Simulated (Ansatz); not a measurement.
Species: C₆H₁₁, net charge -1, singlet state. It need not be the lowest isomer of its formula. Whether it binds its extra electron was not tested at this geometry. 
Geometry from a B3LYP-D3(BJ)/def2-TZVP (Ansatz, an electronic-structure program) optimisation:
SMILES: C[CH-]/C=C\CC
```xyz
17

C      2.7676    -0.0940    -0.6064
C      1.2997    -0.2151    -0.3294
C      0.5893     0.7362     0.3883
C     -0.7114     0.7362     0.8846
C     -1.6432    -0.4135     0.6822
C     -2.2487    -0.5228    -0.7350
H      3.4238    -0.7482     0.0059
H      3.0418    -0.3146    -1.6530
H      3.1059     0.9315    -0.4090
H      0.8246    -1.1540    -0.6046
H      1.1585     1.6464     0.6099
H     -1.1003     1.6367     1.3481
H     -2.4728    -0.3718     1.4033
H     -1.1164    -1.3648     0.8792
H     -2.8871     0.3412    -0.9433
H     -1.4484    -0.5277    -1.4777
H     -2.8499    -1.4362    -0.8655
```
Charge -1, spin multiplicity 1.

Total electronic energies in hartree. Valence correlation only, unless marked. No spin-orbit coupling. Non-relativistic. CBS marks a two-point X^-3 extrapolation of the correlation energy; Hartree-Fock from the larger set. [CCSD(T)-MP2]/basis is that difference in the basis named.

```json
[
 {"level": "HF/STO-3G", "program": "Ansatz", "energy (Eh)": "-230.59090"},
 {"level": "HF/aug-cc-pVDZ", "program": "Ansatz", "energy (Eh)": "-233.54918"},
 {"level": "HF/cc-pwCVTZ", "program": "Ansatz", "energy (Eh)": "-233.60038"},
 {"level": "PBE/def2-TZVPD", "program": "Ansatz", "energy (Eh)": "-234.96717"},
 {"level": "BLYP-D4/def2-TZVPD", "program": "Ansatz + dftd4", "energy (Eh)": "-235.19515"},
 {"level": "revPBE-D4/def2-TZVPD", "program": "Ansatz + dftd4", "energy (Eh)": "-235.27413"},
 {"level": "B3LYP-D4/def2-TZVPD", "program": "Ansatz + dftd4", "energy (Eh)": "[?]"},
 {"level": "PBE0/def2-QZVPP", "program": "Ansatz", "energy (Eh)": "-235.01669"},
 {"level": "r2SCANh-D4/def2-TZVPD", "program": "Ansatz + dftd4", "energy (Eh)": "-235.14010"},
 {"level": "HSE06-D3(BJ)/def2-TZVPD", "program": "Ansatz + dftd3", "energy (Eh)": "-234.99463"},
 {"level": "HSE06/def2-TZVPD", "program": "Ansatz", "energy (Eh)": "-234.98640"},
 {"level": "B2PLYP-D3(BJ)/def2-TZVPD", "program": "Ansatz + dftd3", "energy (Eh)": "[?]"},
 {"level": "RPA@PBE/cc-pVTZ", "program": "Ansatz", "energy (Eh)": "-235.29809"},
 {"level": "RPA@PBE/cc-pVQZ", "program": "Ansatz", "energy (Eh)": "-235.43257"},
 {"level": "MP2/cc-pVDZ", "program": "Ansatz", "energy (Eh)": "-234.39456"},
 {"level": "MP2/aug-cc-pVTZ", "program": "Ansatz", "energy (Eh)": "-234.68246"},
 {"level": "RI-MP2/CBS(aug-cc-pVTZ,aug-cc-pVQZ)", "program": "Ansatz", "energy (Eh)": "-234.7906"},
 {"level": "SCS-MP2/STO-3G", "program": "Ansatz", "energy (Eh)": "-230.93771"},
 {"level": "SCS-MP2/aug-cc-pVTZ", "program": "Ansatz", "energy (Eh)": "-234.68322"},
 {"level": "SCS-MP2/cc-pVTZ", "program": "Ansatz", "energy (Eh)": "-234.65582"},
 {"level": "CCSD(T)/cc-pVDZ", "program": "Ansatz", "energy (Eh)": "-234.49737"},
 {"level": "CCSD(T)/cc-pVQZ", "program": "Ansatz", "energy (Eh)": "-234.83155"},
 {"level": "RI-MP2/CBS(aug-cc-pVTZ,aug-cc-pVQZ)+[CCSD(T)-MP2]/aug-cc-pVTZ", "program": "Ansatz", "energy (Eh)": "-234.8915"}
]
```

**Question.** Some entries are withheld; supply them.

**Answer.** 
- B3LYP-D4/def2-TZVPD, energy (Eh): -235.33460
- B2PLYP-D3(BJ)/def2-TZVPD, energy (Eh): -235.06997
